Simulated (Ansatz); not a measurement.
ClFHSeSn, SMILES `[F][Sn]([Cl])[SeH]` radical, relaxed with UKS PBE0-D4/def2-TZVP in Ansatz from a PBE-D4/def2-SVP geometry. The force threshold is 0.005 eV/Å; the program also tests the step.

Charge 0, multiplicity 2. Sn takes the def2 core potential.

Start:

```xyz
5

F    -0.195   -0.530   -2.033
Sn    0.666    0.568   -0.639
Cl    2.216   -0.990    0.325
Se   -1.205    1.204    1.097
H    -1.481   -0.251    1.250
```

Question: By how much does the energy fall, and how many steps does the optimiser take? (An estimate is asked.)

Answer: Ansatz gave: 0.16 eV, in 26 steps, 4 of them rejected.

Question: Which bonds change most? (Estimate.)

Answer: Computed: Sn2–Se4 from 2.630 to 2.562 Å; Sn2–Cl3 from 2.399 to 2.338 Å; F1–Sn2 from 1.973 to 1.927 Å; Se4–H5 from 1.489 to 1.471 Å.

Question: Give the relaxed structure. (An estimate is asked.)

Answer: Computed: 
```xyz
5

F    -0.247   -0.903   -1.689
Sn    0.610    0.389   -0.544
Cl    2.611   -0.630    0.107
Se   -0.904    0.619    1.509
H    -2.070    0.526    0.617
```
